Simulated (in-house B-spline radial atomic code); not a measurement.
Computed with a B-spline radial atomic code. Model: two electrons, singlet ground state, non-relativistic, full CI in B-splines with partial waves to l = 8 (at full coupling up to 3e-4 hartree above the limit, correlation up to 0.6 % small), density held at that of full coupling by Lieb maximisation.

Along the adiabatic connection the electron repulsion is scaled by a coupling λ while a local potential keeps the density fixed. At λ = 0 the system is the Kohn-Sham one and W equals the exchange energy; the exchange-correlation energy is the area under W between 0 and 1. The kinetic energy rises with λ as the electrons avoid each other, with dT/dλ = −λ dW/dλ.

Command:
```bash
python run_ac.py task.json out
```
Settings (lengths in bohr, energies in hartree):
```
potential              dot
strength               1.08
lmax                   8
second                 0.3
```

Cost of the run: 17 s on 1 thread of Intel(R) Xeon(R) Processor @ 2.30GHz, with other jobs on the host.

**W = mean repulsion less Hartree energy, and W of three functionals.**

Given: confinement charge in harmonic well; well frequency 1.08 hartree; nuclear charge 0.3; external potential omega^2 r^2/2 - Z/r.

Computed: LDA exchange minus exact 120.37 millihartree; SCAN exchange minus exact 3.5351 millihartree.

```csv
coupling,W xc (hartree),W xc minus exchange (millihartree),kinetic minus Kohn-Sham (millihartree),LDA (PW92) W minus its exchange (millihartree),PBE W minus its exchange (millihartree),SCAN W minus its exchange (millihartree)
0,-0.82462,0,0,0,0,0
0.02,-0.82656,-1.942,0.02,-11.5,-3,-1.89
0.05,-0.82943,-4.814,0.12,-23.36,-7.36,-4.65
0.12,-0.83595,-11.328,0.67,-44.25,-16.96,-10.83
0.25,?,?,?,?,?,?
0.4,-0.8596,-34.982,6.74,-98.54,-49.21,-32.98
0.6,-0.87442,-49.807,14.12,-125.8,-68.13,-46.85
0.8,-0.88778,-63.161,23.45,-148.2,-84.7,-59.43
1,-0.89985,-75.233,34.29,-167.31,-99.42,-70.93
1.4,?,?,?,?,?,?
2,-0.94595,-121.33,101.75,-235,-155.02,-116.38
3,-0.9767,-152.08,177.67,-278.53,-192.89,-148.49
4.5,-1.0075,-182.85,291.39,-322.77,-232.56,-182.16
7,-1.0387,-214.07,467.32,-369.71,-275.6,-217.32
10,-1.0611,-236.52,655.46,-405.46,-308.88,-242.29
```

What belongs in the row 0.25?

W xc (hartree): -0.84738; W xc minus exchange (millihartree): -22.766; kinetic minus Kohn-Sham (millihartree): 2.78; LDA (PW92) W minus its exchange (millihartree): -72.99; PBE W minus its exchange (millihartree): -32.96; SCAN W minus its exchange (millihartree): -21.57.

What belongs in the row 1.4?

W xc (hartree): -0.92078; W xc minus exchange (millihartree): -96.164; kinetic minus Kohn-Sham (millihartree): 59.28; LDA (PW92) W minus its exchange (millihartree): -198.76; PBE W minus its exchange (millihartree): -124.67; SCAN W minus its exchange (millihartree): -91.22.

What is the PBE exchange minus exact?

35.294 millihartree.

**Energy parts, natural occupations and partial-wave weights.**

Computed: total energy 3.3198 hartree; exchange energy -0.82462 hartree; correlation energy -0.04094 hartree; kinetic part of the DFT correlation energy 0.034293 hartree; initial slope twice GL2 -0.097662 hartree; kinetic part over minus potential part 0.45582; Lieb Oxford ratio E_xc over LDA exchange 1.229.

| natural | occupation of the shell (electrons) |
| --- | --- |
| s | 1.9773 |
| p | 0.020152 |
| s | ? |
| d | 0.00068425 |
| p | 0.00017057 |
| f | 8.3724e-05 |

What belongs in the row s?

occupation of the shell (electrons): 0.0015222.

| wave | weight |
| --- | --- |
| s | 0.98941 |
| p | 0.010167 |
| d | ? |
| f | 4.64e-05 |
| g | 1.0363e-05 |

What belongs in the row d?

weight: 0.00035918.

What is the Kohn-Sham kinetic?

1.5948 hartree.

What is the Hartree energy?

1.6492 hartree.

Half-way to full coupling W has made 56 % of its drop, against 50 % for a straight line, and second-order (GL2) theory, half the initial slope, overshoots the correlation energy by about 19 %: a moderate bend, as in light atoms. Over couplings 0 to 1 the errors in E_xc come to about +56 millihartree for LDA, +20 millihartree for PBE, +5.9 millihartree for SCAN, so SCAN is nearest. In LDA and PBE the errors of exchange and correlation have opposite signs, so the sum is smaller than the larger of the two.
